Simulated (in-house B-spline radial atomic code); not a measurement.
Atomic self-consistent-field run: the thulium ion Tm²⁺. Level of theory: scalar-relativistic (X2C) TPSS, spin-polarised, spherical fractional occupations, Fermi nucleus of rms radius 5.2256 fm; calculated with an all-electron radial atomic-structure program (B-spline basis).

Command:
```bash
python run_scf.py task.json out
```
Settings (nuclear radius in fm, mass in u):
```
Z                69
configuration    [Xe] 4f13
hamiltonian      x2c
method           tpss,tpss
spin_polarised   True
nucleus          fermi
rms_radius       5.2256
atomic_mass      168.93422
speed_of_light   137.035999084
```

Output (hartree, bohr):
```
 radial grid: 78 intervals, B-splines of order 8, outer radius 53.7037 bohr

 iter        energy (Eh)    residual
    1      -13566.317658    1.04e-01
    2      -13566.321417    3.60e-03
    3      -13566.321409    3.39e-03
    4      -13566.321384    3.53e-03
    5      -13566.318104    1.08e-02
    6      -13566.321785    9.85e-05
    7      -13566.321785    8.42e-06
    8      -13566.321785    6.29e-07

 total energy                    -13566.32179
 kinetic                           15028.6958
 electron-nucleus                 -33606.5612
 Hartree                            5300.5605
 exchange-correlation               -289.0169

 orbital      occ     eigenvalue          <r>       <r^2>       <1/r>       r_max
 1s up      1.000     -2174.3369    0.0192465 0.000515872     85.7649     0.01171
 1s down    1.000     -2174.3369    0.0192465 0.000515872     85.7649     0.01171
 2s up      1.000      -367.2498     0.084118  0.00842482     19.9132      0.0717
 2s down    1.000      -367.2496    0.0841178  0.00842479     19.9132      0.0717
 2p up      3.000      -325.0587    0.0749077   0.0068687     17.1588       0.058
 2p down    3.000      -325.0585    0.0749076  0.00686866     17.1588       0.058
 3s up      1.000       -83.0465     0.220383   0.0556522     7.16861      0.2032
 3s down    1.000       -83.0330     0.220356   0.0556389     7.16973      0.2032
 3p up      3.000       -70.1845     0.219587   0.0559978     6.42208      0.1999
 3p down    3.000       -70.1703     0.219556   0.0559817     6.42311      0.1998
 3d up      5.000       -53.9125     0.199883   0.0468909     6.01205      0.1633
 3d down    5.000       -53.9007     0.199847   0.0468727     6.01295      0.1633
 4s up      1.000       -16.8326     0.498085    0.280297     2.95881      0.4649
 4s down    1.000       -16.7994     0.498112    0.280327      2.9584      0.4649
 4p up      3.000       -12.5891     0.527931    0.317357     2.64388      0.4855
 4p down    3.000       -12.5560     0.527978    0.317418     2.64347      0.4855
 4d up      5.000        -6.8512      0.57215    0.380367     2.31914      0.5017
 4d down    5.000        -6.8178     0.572328    0.380648     2.31843      0.5016
 5s up      1.000        -2.5106      1.23151     1.70844     1.08902       1.094
 5s down    1.000        -2.4948      1.23435     1.71645     1.08586       1.096
 5p up      3.000        -1.5375      1.45732      2.4159    0.895173       1.251
 5p down    3.000        -1.5265      1.46185     2.43125    0.891868       1.254
 4f up      7.000        -0.6512     0.796074     0.86488     1.69498      0.4956
 4f down    6.000        -0.6216     0.804699    0.890217     1.68565       0.496
```


One-electron X2C: radii and densities carry no picture-change correction, so inner-shell <1/r> comes out high (for 1s by about 2 % at Z = 33, 5 % at 54, 10 % at 75, 30 % at 118) and <r> low.
